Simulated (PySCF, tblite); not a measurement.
Isomers of C6H11FN2Si. Method: GFN2-xTB as coded in tblite; computed harmonic values from a numerical Hessian at the method's own geometry, unscaled. The method is semi-empirical: single wavenumbers can be off by several per cent or more. Modes of hydrogen on silicon can be 10 to 20 % off. One conformer each.

Electronic energies: PBE0/pcSseg-1 single points on the GFN2-xTB geometries (PySCF, gas phase).

```tsv
SMILES	electronic energy, lowest = 0 (kcal/mol)
N#CC[C@@H]1CC[C@H]1N[SiH2]F	0.0
CCc1nn([SiH3])c(C)c1F	27.0
CCCc1c(F)cnn1[SiH3]	32.4
CN[SiH2][C@H](C)/C(C#N)=C/F	42.7
```

How do GFN2-xTB zero-point energies change the relative energies?

```csv
SMILES,ZPE (kcal/mol),of it from modes above 1550 cm⁻¹,electronic (kcal/mol),"with ZPE, lowest = 0 (kcal/mol)",lowest mode (cm⁻¹),rings
N#CC[C@@H]1CC[C@H]1N[SiH2]F,101.4,49.2,0.0,0.0,25,1
CCc1nn([SiH3])c(C)c1F,99.1,46.7,27.0,24.7,38,1
CCCc1c(F)cnn1[SiH3],99.9,46.8,32.4,31.0,45,1
CN[SiH2][C@H](C)/C(C#N)=C/F,99.2,51.4,42.7,40.5,29,0
```

The zero-point energies span 2.3 kcal/mol, from `CCc1nn([SiH3])c(C)c1F` to `N#CC[C@@H]1CC[C@H]1N[SiH2]F`. The order is unchanged.

And how do the electronic energies of GFN2-xTB itself compare?

`N#CC[C@@H]1CC[C@H]1N[SiH2]F` 0.0; `CCc1nn([SiH3])c(C)c1F` 8.4; `CCCc1c(F)cnn1[SiH3]` 12.3; `CN[SiH2][C@H](C)/C(C#N)=C/F` 60.7 kcal/mol, lowest = 0. Against the energies above, taken from the same isomer `N#CC[C@@H]1CC[C@H]1N[SiH2]F`, the largest difference is 20.1 kcal/mol.

What do entropy and thermal enthalpy add at 298.15 K and 1 bar (rigid rotor, harmonic oscillator, one conformer each)?

| SMILES | point group | symmetry number | S (cal/(mol K)) | H − H(0) (kcal/mol) | ZPE + H − H(0) − TS (kcal/mol) |
| --- | --- | --- | --- | --- | --- |
| N#CC[C@@H]1CC[C@H]1N[SiH2]F | C1 | 1 | 110.4 | 7.91 | 76.4 |
| CCc1nn([SiH3])c(C)c1F | C1 | 1 | 110.1 | 8.28 | 74.6 |
| CCCc1c(F)cnn1[SiH3] | C1 | 1 | 105.8 | 7.80 | 76.2 |
| CN[SiH2][C@H](C)/C(C#N)=C/F | C1 | 1 | 114.2 | 8.83 | 74.0 |
